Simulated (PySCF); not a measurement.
Estimate the missing entries of this data sheet.

C₅H₁₁NO₂.
SMILES: `CNC(=O)CCOC`

Conformer (atom-mapped SMILES and torsion angles): `[CH3:1][NH:2][C:3](=[O:4])[CH2:5][CH2:6][O:7][CH3:8]`: C1–N2–C3–O4 -3°, N2–C3–C5–C6 -56°, C3–C5–C6–O7 74°, C5–C6–O7–C8 -179°.

```csv
property,level,value
point group of the GFN2-xTB geometry,GFN2-xTB,?
"rotational constants A, B, C of the GFN2-xTB geometry",GFN2-xTB,?
dipole moment,PBE0/def2-SVPD,4.39 D
HOMO energy,PBE0/def2-SVPD,-7.10 eV
LUMO energy,PBE0/def2-SVPD,0.38 eV
lowest singlet excitation,TDDFT PBE0/def2-SVPD,?
strongest line among the 6 lowest singlet transitions,TDDFT PBE0/def2-SVPD,"S5 at 7.20 eV (172 nm, f = 0.083)"
lowest triplet excitation (Tamm–Dancoff),TDA PBE0/def2-SVPD,5.29 eV
static isotropic polarisability,PBE0/def2-SVPD,?
electronic spatial extent ⟨r²⟩ about the centre of nuclear charge,PBE0/def2-SVPD,1238 bohr²
13C chemical shifts (computed TMS as zero) by class,GIAO PBE0/pcSseg-1,?
1H chemical shifts (computed TMS as zero) by class,GIAO PBE0/pcSseg-1,"5.90 (1 H), 3.57 (3 H), 3.52 (2 H), 3.01 (3 H), 2.28 (2 H) ppm"
"isotropic shieldings of nuclei other than C and H, by class",GIAO PBE0/pcSseg-1,"147 (1 N), -71 (1 O), 309 (1 O) ppm"
```

Gas-phase values; electronic properties from PySCF, density fitting. Geometry: GFN2-xTB, one conformer, isolated molecule. NMR classes are plain means over equivalent atoms (diastereotopic ones count apart unless rotation or inversion swaps them), as if these changed places fast; in this geometry the members of some classes differ.

Task: What is the static isotropic polarisability?

Result: 78.5 au.

Task: What are the rotational constants A, B, C of the GFN2-xTB geometry?

Result: 3.281, 1.252, 0.966 GHz.

Task: Give the point group of the GFN2-xTB geometry.

Result: C1.

Task: The 13C chemical shifts (computed TMS as zero) by class?

Result: 171.5 (1 C), 74.6 (1 C), 61.2 (1 C), 41.1 (1 C), 25.6 (1 C) ppm.

Task: The lowest singlet excitation?

Result: 5.79 eV (214 nm, f = 0.002).

In wavenumbers S1 is 46700 cm⁻¹ (1 eV = 8065.54 cm⁻¹). No computed singlet falls in the visible range (750 to 380 nm, 1.65 to 3.26 eV); S1 lies 2.53 eV above its blue end. In atomic units the dipole is 1.73 e·bohr (1 au = 2.5417 D). The vertical singlet–triplet gap S1 − T1 is 0.50 eV (TDDFT singlet less Tamm–Dancoff triplet; S1: HOMO→LUMO+1, weight 0.38, beside HOMO→LUMO, weight 0.25; T1: HOMO→LUMO+1, weight 0.48, beside HOMO→LUMO, weight 0.26). The polarisability is 11.63 Å³ as a volume (1 au = 0.148185 Å³), or 1.23 au for each of the 64 electrons. With B = h/(8π²I), that is 505.379 GHz u Å² over I, the principal moments of inertia are 154.0, 403.7 and 523.0 u Å² (most abundant isotopes).
